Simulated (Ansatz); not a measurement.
Breaking the Mg1–H2 bond in H4MgSi (SMILES [MgH][SiH3]) (multiplicity 1 held, fragments rigid). Energies count from the point at 1.702 Å.
Geometry at that point (charge 0, multiplicity 1):
```xyz
6

Mg    -1.274    -0.699    -0.178
H     -2.755    -1.512    -0.386
Si     0.972     0.533     0.136
H      1.613     0.250     1.452
H      0.838     2.017     0.064
H      1.986     0.169    -0.894
```

R- and RO- levels are restricted; in cc, def2 and unpolarised 6-31G sets they are followed outwards from rest. U- levels take the lowest unrestricted solution at each point, which mixes spins at long bonds. Active spaces are followed from a long bond inwards. Curves can end on different states.

Frozen-core correlation.

The values were computed with Ansatz (Gaussian basis) for Hartree–Fock, density functionals and correlated methods. Values without a source in brackets are computed.

Energies in kcal/mol.

```tsv
R (Å)	U-SCS-MP2/def2-SVPD	U-CCSD/def2-SVPD	R-CCSDT/def2-SVPD	SC-NEVPT2 on CASSCF(2,2)/def2-SVPD	FIC-MRCISD+Q on CASSCF(2,2)/def2-SVPD
1.361	20.3	20.4	20.4	20.7	20.4
1.532	4.2	4.2	4.3	4.5	4.2
1.702	0.0	0.0	0.0	0.0	0.0
1.872	2.4	2.2	2.1	1.9	2.1
2.042	8.2	7.6	7.5	7.0	7.5
2.297	19.8	18.4	18.2	17.3	18.2
2.553	37.1	29.9	29.4	28.1	29.4
2.978	56.3	47.1	45.7	43.8	45.8
3.404	63.6	59.4	57.4	54.8	57.4
3.914	66.8	66.6	64.9	61.9	64.9
4.595	67.9	68.8	68.5	65.2	68.4
5.446	68.2	69.2	69.4	66.0	69.4
```

Doubts at one or more of the structures used: a spin-contaminated determinant (U-SCS-MP2/def2-SVPD, U-CCSD/def2-SVPD); T1 above 0.05 (U-CCSD/def2-SVPD, R-CCSDT/def2-SVPD); a restricted determinant that unrestricted orbitals would lower (R-CCSDT/def2-SVPD); other coupled-cluster roots lie near (R-CCSDT/def2-SVPD).

Ansatz is a quantum-chemistry and plane-wave program.
